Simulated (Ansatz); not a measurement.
`OC[SiH2][AsH2]` + `B[NH][GaH2]` → `BN[SiH2]CO` + `[GaH2][AsH2]`  (redistribution)

Calculated with Ansatz (gas phase, PBE0-D4/def2-TZVP geometries, no zero-point term in ΔE). CCSD(T)/CBS adds triple-zeta CCSD(T) − MP2 to the extrapolated MP2 energy (def2 sets, frozen cores). Functionals use def2-TZVPP. B3LYP here is the variant with VWN-RPA as its local correlation; programs differ in this. For As, Ga outer-core shells are correlated without core-valence functions, which leaves a few kJ/mol of doubt a bond. Scalar relativity is left out up to krypton. Each species was taken in one conformer, which may not be the lowest.

| level | ΔE (kJ/mol) |
| --- | --- |
| B3LYP-D4 | -31.9 |
| CCSD/def2-TZVPP | -28.0 |
| SCS-MP2/def2-QZVPP | -26.4 |
| CCSD/CBS(def2) | -28.6 |

Task: What does CCSD(T)/CBS give? (Best estimate.)

Result: Ansatz gave: -26.9 kJ/mol. The listed levels differ from it by -5.0, -1.1, 0.5, -1.7 kJ/mol.

Largest T1 diagnostic among the species: 0.013.

In def2-TZVPP, CCSD(T) changes the Hartree–Fock value by +12.4 kJ/mol (the triples alone add +1.7 kJ/mol) and MP2 by +13.9 kJ/mol.
